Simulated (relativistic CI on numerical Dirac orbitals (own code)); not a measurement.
Cl VII: calculation against measurement

Calculated at this level of theory: Dirac-Coulomb-Breit CI, orbitals from a KLI potential per configuration, a model potential for QED, unscaled Slater integrals (own radial code, finite nucleus).

CI space (outside the closed core [Ne]): 3s, 3p, 3d, 4s, 4p, 4d, 4f, 5s, 5p, 5d, 5f, 5g, 6s, 6p, 6d, 7s, 7p. Levels of other configurations are missing.

| Configuration | Term (tabulated) | J | Measured (cm⁻¹) | Computed | Error | Purity (%) |
| --- | --- | --- | --- | --- | --- | --- |
| 3s | 2S | 1/2 | 0.0 | 0 | 0 | 100 |
| 3p | 2P° | 1/2 | 123001.0 | 122866 | -135 | 100 |
| 3p | 2P° | 3/2 | 124891.0 | 124726 | -165 | 100 |
| 3d | 2D | 3/2 | 290166.0 | 289894 | -272 | 100 |
| 3d | 2D | 5/2 | 290239.0 | 289944 | -295 | 100 |
| 4s | 2S | 1/2 | 464003.0 | 461284 | -2719 | 100 |
| 4p | 2P° | 1/2 | 509197.0 | 506542 | -2655 | 100 |
| 4p | 2P° | 3/2 | 509885.0 | 507220 | -2665 | 100 |
| 4d | 2D | 3/2 | 569142.0 | 566463 | -2679 | 100 |
| 4d | 2D | 5/2 | 569182.0 | 566487 | -2695 | 100 |
| 5s | 2S | 1/2 | 647677.0 | 644052 | -3625 | 100 |
| 5d | 2D | 3/2 | 697598.0 | 694030 | -3568 | 100 |
| 5d | 2D | 5/2 | 697619.0 | 694044 | -3575 | 100 |
| 5f | 2F° | 5/2 | 705398.0 | 701278 | -4120 | 100 |
| 5f | 2F° | 7/2 | 705409.0 | 701286 | -4123 | 100 |

Measured levels from Moore, Atomic Energy Levels, vol. I, NSRDS-NBS 35 (1971 reprint of NBS Circular 467, 1949); pairs were made by configuration, J and term (by order where the table uses no LS term), so strongly mixed levels may be paired wrongly. The analysis dates from before 1960.

Mean error by configuration (cm⁻¹): 3p -150; 3d -284; 4s -2719; 4p -2660; 4d -2687; 5s -3625; 5d -3571; 5f -4122. Over the excited levels the mean absolute error is 2378 cm⁻¹ (14 of the 14 excited levels that our extract of the source holds in range could be paired), and the median relative error of those above 1,000 cm⁻¹ is 0.51 %.
